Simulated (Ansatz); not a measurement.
Born–Oppenheimer molecular dynamics of ClH7Si3 (11 atoms, charge 0, multiplicity 1). It starts from a relaxed structure.

Method: RKS B3LYP-D4/6-31G in Ansatz.

```
ensemble        : NVT, Nosé–Hoover chain
time step       : 3 fs
steps asked     : 40
set temperature : 300 K
thermostat      : time constant 100 fs, chain length 3 (defaults)
seed            : 524664
```

First frame:

```xyz
11
Properties=species:S:1:pos:R:3
Si 0.122 -0.210 0.189
H 0.291 -0.458 1.661
Si 2.210 0.169 -0.861
H 3.057 -1.065 -0.709
H 1.992 0.437 -2.320
H 2.905 1.334 -0.224
Cl -1.023 1.699 0.050
Si -1.216 -1.883 -0.819
H -2.541 -1.974 -0.125
H -1.418 -1.550 -2.267
H -0.501 -3.201 -0.712
```

Q: How far do the bonds stretch over the last three quarters of this one trajectory? (Pairs bonded in most of those frames.)

A: 
| bond | mean (Å) | spread (Å) | shortest | longest |
| --- | --- | --- | --- | --- |
| Si1–H2 | 1.507 | 0.032 | 1.46 | 1.55 |
| Si1–Si3 | 2.374 | 0.034 | 2.32 | 2.44 |
| Si1–Cl7 | 2.233 | 0.015 | 2.21 | 2.26 |
| Si1–Si8 | 2.384 | 0.054 | 2.30 | 2.46 |
| Si3–H4 | 1.505 | 0.017 | 1.47 | 1.53 |
| Si3–H5 | 1.524 | 0.082 | 1.39 | 1.63 |
| Si3–H6 | 1.503 | 0.037 | 1.44 | 1.57 |
| Si8–H9 | 1.501 | 0.016 | 1.48 | 1.53 |
| Si8–H10 | 1.500 | 0.012 | 1.48 | 1.52 |
| Si8–H11 | 1.510 | 0.038 | 1.45 | 1.56 |

Mean temperature of the second half: 168 K. The conserved energy wandered by up to 7.7 meV per atom (net 5.4 meV per atom), which is poor conservation. The mean temperature of the second half is 44 % below the set value. A step of 3 fs is long for free X–H stretches (periods near 10 fs) and can bias their spread and the temperature. A run of 0.12 ps of so small a system gives no equilibrium averages. Limits of this set-up: no polarisation functions.

Time of the run: 4.7 min on 1 thread of Arm Neoverse N1, with other jobs on the host, peak memory 0.15 GiB.
